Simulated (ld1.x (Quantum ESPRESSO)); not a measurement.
## u(r) = r·R(r): atom against pseudo-atom (H)

Columns: radius, all-electron u(r) and pseudo u(r) of the 1s shell (level -9.63 eV) of hydrogen in the configuration 1s0.75; BP86, scalar-relativistic, ultrasoft scheme, ld1.x (Quantum ESPRESSO) 7.5.

```
r (bohr)  all-electron  pseudo
   0.055        0.1063  0.0799
   0.110        0.2010  0.1585
   0.165        0.2848  0.2347
   0.220        0.3588  0.3073
   0.275        0.4237  0.3752
   0.330        0.4804  0.4378
   0.385        0.5295  0.4943
   0.440        0.5718  0.5444
   0.495        0.6078  0.5879
   0.550        0.6381  0.6248
   0.605        0.6634  0.6553
   0.660        0.6839  0.6798
   0.715        0.7003  0.6988
   0.770        0.7129  0.7129
   0.825        0.7221  0.7227
   0.880        0.7283  0.7289
   0.935        0.7317  0.7321
   0.990        0.7326  0.7328
   1.045        0.7314  0.7314
   1.100        0.7282  0.7282
   1.155        0.7233  0.7233
   1.210        0.7168  0.7168
   1.265        0.7091  0.7091
   1.320        0.7001  0.7001
   1.375        0.6901  0.6901
   1.430        0.6792  0.6792
```

(1) How many radial nodes do the two functions have?

(2) At about which radius was the pseudo-wave matched?

(3) Is the pseudo-wave norm-conserving?

Results:

(1) The all-electron 1s function has n − l − 1 = 0; the pseudo-wave has 0.

(2) 1.10 bohr. The columns agree to 0.0005 from 0.94 bohr on; several derivatives are matched, so the curves merge somewhat inside the radius.

(3) No, it belongs to an ultrasoft set: the norm inside the radius is not constrained, and the difference is carried by the augmentation charge.
